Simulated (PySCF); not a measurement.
Compound: 4-methylanisole, C₈H₁₀O.
Cartesian coordinates in Å at the PBE0-D3(BJ)/def2-SVP level; atoms count from 1:
```
atom  x, y, z in Å
C1     3.2776   -0.6831   -0.3149
O2     2.4535    0.4412   -0.4197
C3     1.1332    0.3015   -0.1704
C4     0.3523    1.4592   -0.2807
C5    -1.0132    1.4062   -0.0415
C6    -1.6532    0.2095    0.3132
C7    -3.1371    0.1543    0.5379
C8    -0.8584   -0.9324    0.4230
C9     0.5171   -0.9017    0.1864
H10    3.2694   -1.1075    0.7052
H11    2.9877   -1.4757   -1.0281
H12    4.2968   -0.3515   -0.5515
H13    0.8471    2.3933   -0.5536
H14   -1.6026    2.3234   -0.1300
H15   -3.6773   -0.0604   -0.3999
H16   -3.4076   -0.6331    1.2568
H17   -3.5222    1.1103    0.9224
H18   -1.3215   -1.8826    0.7044
H19    1.0957   -1.8204    0.2877
```

Linear response at CAM-B3LYP/def2-SVPD (PySCF, frozen core in the response, non-relativistic). Isolated species at its PBE0-D3(BJ)/def2-SVP geometry (one conformer only).

Static isotropic polarisability: 99.54 au (14.75 Å³), principal values 63.8, 99.8, 135.0 au.

Task: What is the polarisability at 1064 nm and at the sodium D line?

Result: 100.71 au at 1064 nm (+1.2 %), 103.59 au at 589.3 nm (+4.1 %). The rise at 589.3 nm is 3.45 times that at 1064 nm; a pure ω² law gives 3.26. The lowest singlet lies at 247 nm, shorter than both wavelengths.

Task: What is the isotropic C6 coefficient between two such molecules, C6 = (3/π)∫α(iω)² dω?

Result: 3812 au (Eh·bohr⁶) by a ten-point quadrature over imaginary frequencies, which is 2280 eV·Å⁶ or 220 J·nm⁶/mol.

Task: Which effective excitation energy ω̄ makes London's formula C6 = (3/4)α²ω̄ exact here?

Result: ω̄ = 4·C6/(3α²) = 0.513 Eh = 14.0 eV. A one-pole form α(ω) = α/(1 − ω²/ω̄²) fitted to the 1064 nm value gives 10.8 eV.

Task: How anisotropic is the static polarisability, by Δα² = ½[(α1 − α2)² + (α2 − α3)² + (α3 − α1)²]?

Result: Δα = 61.6 au, or 0.62 of the isotropic value.

Task: The lowest 6 singlets have (eV, f): 5.03, 0.035; 5.82, 0.125; 6.21, 0.008; 6.66, 0.007; 6.82, 0.137; 6.85, 0.629. What share of the static polarisability do they carry in the sum over states α = Σ f/ω²?

Result: 16.15 au, 16.2 % of α; the largest term, 9.93 au, is that of the state at 6.85 eV. Their oscillator strengths add up to 0.94. Higher states carry the rest.

Task: What n − 1 at the D line would an ideal gas of it have at 273.15 K and 1 atm (2.6868 × 10¹⁹ cm⁻³), by n − 1 = 2π·N·α′?

Result: 25.91 × 10⁻⁴, a formal value whether or not that pressure can be reached.
